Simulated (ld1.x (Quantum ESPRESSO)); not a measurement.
## Sn, TM: configuration errors across variants

ld1.x (Quantum ESPRESSO) 7.5 input, shortened:

```
&input
   title='Sn', zed=50., rel=2, dft='PBE', iswitch=3,
   config='[Kr] 4d10 5s1 5p3', rel_dist='average'
 /
 &inputp
   pseudotype=2, tm=.true., lloc=-1, rcloc=2.35,
   nlcc=.false.
 /
2
5S  1  0   1.00   0.00  1.80  1.80  0.0
5P  2  1   3.00   0.00  2.75  2.75  0.0
 &test
   configts(1)='5s1 5p3'
 /
```

Open shells are filled in proportion to 2j + 1 (rel_dist='average').

All-electron excitation energies from the reference (eV): (1) 5s2 5p2 -6.959; (2) 5s2 5p1 -0.072; (3) 5s2 5p0 13.899; (4) 5s2 5p1.5 -4.338; (5) 5s0 5p4 7.187; (6) 5s2 5p2.3 -7.812; (7) 5s1 5p2 7.557.

3 further variants failed, have other tests or another functional or relativity, and are left out.

A true bound ghost makes a file unfit for plane-wave use even where its test errors are small: the radial tests pick states by their node count and pass the ghost by.

Errors AE − PS in meV (a dash: test not solved or not reliable):

```tsv
change	(1)	(2)	(3)	(4)	(5)	(6)	(7)	bound ghosts
base	+15	+20	+41	+18	+18	+14	-2.1	none
local potential all-electron potential smoothed inside 2.90 bohr (lloc = -1)	+15	+20	+35	+18	+17	+13	-3.6	none
core correction a·sin(br)/r model core inside 1.30 bohr	-12	-6.4	-28	-9.1	-12	-13	-4.8	none
local potential all-electron potential smoothed inside 1.65 bohr (lloc = -1)	+15	+20	+34	+17	+19	+14	0.0	s, d
wave 5p (bound): rc 2.75 bohr becomes 5p (bound): rc 2.64 bohr	+15	+20	+43	+17	+17	+13	-2.0	none
all radii scaled by about 1.31 (s 2.36, p 3.60 bohr); local potential all-electron potential smoothed inside 3.08 bohr (lloc = -1)	+21	+20	-0.3	+22	+22	+20	-5.5	none
```

Problem. Give the same row for: wave 5s (bound): rc 1.80 bohr becomes 5s (bound): rc 2.50 bohr.

Solution. +14, +23, +60, +17, +16, +12, -1.2; bound ghosts: none.
